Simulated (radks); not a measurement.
Numerical settings for neutral zinc, [Ar] 3d10 4s2. All-electron calculation, Dirac Kohn-Sham, PBE, spin-unpolarised, spherical densities, finite nucleus; Fermi nuclear charge, rms radius 3.9283 fm. Program: a radial shooting solver on a logarithmic mesh with Libxc functionals. The defaults (mesh step 0.008 in ln r, mesh end at 40 bohr or more with all orbitals vanishing there, Anderson mixing 0.5 over 9 steps, residual threshold near 1e-9 with the energy settled to 1e-9 hartree or 1e-11 of itself, here a cap of 80 iterations) give E = -1796.0753 hartree and 4s1/2 at -5.978 eV in 16 iterations. Run on one thread of a shared host, so times are rough (Arm Neoverse N1): 0.13 s of CPU time, 0.13 s wall, 16 iterations on 2381 mesh points. Changes against that run (0 stands for a change within the tolerance of the run):

setting	iterations	converged	E (mhartree)	e(4s1/2) (meV)	CPU (s)
mesh step in ln r 0.012	16	yes	0	0	0.1
mesh step in ln r 0.03	16	yes	+0.000425	0	0.05
mesh step in ln r 0.02	16	yes	0	0	0.07
mesh end (bohr) 400	16	yes	0	0	0.14
mesh end (bohr) 1	13	level above zero	+1.06e+05	+7.54e+05	0.07
residual threshold 0.01	11	yes	0	-0.0747	0.11
residual threshold 0.1	11	yes	0	-0.0747	0.11
mixing 0.05	68	yes	0	0	0.56
linear mixing, mixing 0.05	80	no	+0.0226	-44.1	0.51
linear mixing, mixing 1	80	no	+1.93e+05	+5.98e+03	1.9
mixing history 2	26	yes	0	0	0.18
iteration cap 2	2	no	+417	-8.27e+03	0.03

Settled on a wrong energy, with an occupied level pushed above zero by the early mesh end: mesh end (bohr) 1 (+106 hartree). Apart from these: no run marked as converged misses the energy by more than 1 mhartree. A mesh that ends early acts as a hard wall.
